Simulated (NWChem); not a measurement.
System: MoNHOBrF; SMILES [NH]=[Mo](=[O])([F])[Br]

```xyz
6

Mo    -0.0359    -0.6775     0.0174
O     -0.8928    -1.1703     1.3531
N     -0.9231    -1.1606    -1.3650
H     -1.7764    -1.5959    -1.7178
F      1.6264    -1.4812    -0.0428
Br     0.0643     1.7391     0.0029
```
Atoms are numbered in this order, from 1.

Computed with NWChem. Coordinates come from a PBE0/def2-SVP (def2 core potentials past Kr) optimisation. No frequency run checked for a minimum.

For level B3LYP/STO-3G, non-relativistic:

```
Property                     Result
---------------------------  ------
highest occupied level (eV)   -4.65
orbital gap (eV)               5.57
dipole (D)                     1.72
```

Q: What are these values for level B3LYP/3-21G, non-relativistic?

A: The highest occupied level (eV) is -7.99. The orbital gap (eV) comes out as 4.76. The dipole (D) comes out as 2.30.
